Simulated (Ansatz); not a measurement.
System: C6H6N, charge 0, multiplicity 2. It need not be the lowest isomer of its formula. 
Structure (B3LYP-D3(BJ)/def2-TZVP (Ansatz, a program for electronic structure) minimum search):
SMILES: C1CC=C(C#N)[CH]1
```xyz
13

C     -1.6058    -1.0273     0.4474
C     -1.8045     0.5104     0.5634
C     -0.4746     1.0876     0.1830
C      0.4134     0.0627    -0.1225
C     -0.1808    -1.1870     0.0113
C      1.7676     0.2679    -0.5239
N      2.8603     0.4335    -0.8478
H     -2.2961    -1.4759    -0.2737
H     -1.7914    -1.5368     1.3980
H     -2.0946     0.8105     1.5751
H     -2.5993     0.8714    -0.0966
H     -0.2424     2.1407     0.1512
H      0.3094    -2.1305    -0.1711
```
Charge 0, spin multiplicity 2.

Wanted: atomisation energy (electronic, to ground-state atoms), in kcal/mol. Correlated levels leave the core frozen unless marked. Open shells are spin-unrestricted. Spin-orbit coupling is left out. No relativistic terms. The coupled-cluster limit lacks core correlation, which all-electron functionals hold. CBS(X,Y): correlation extrapolated as X^-3; Hartree-Fock from the larger set.

| level | program | atomisation energy (kcal/mol) |
|---|---|---|
| HF/STO-3G | Ansatz | 1203.9 |
| HF/cc-pVDZ | Ansatz | 1022.4 |

Task: Estimate the value at CCSD(T)/CBS(cc-pVTZ,cc-pVQZ) as computed with Ansatz.

Result: 1422.8 kcal/mol, so HF/cc-pVDZ differs from it by -400.4 kcal/mol.
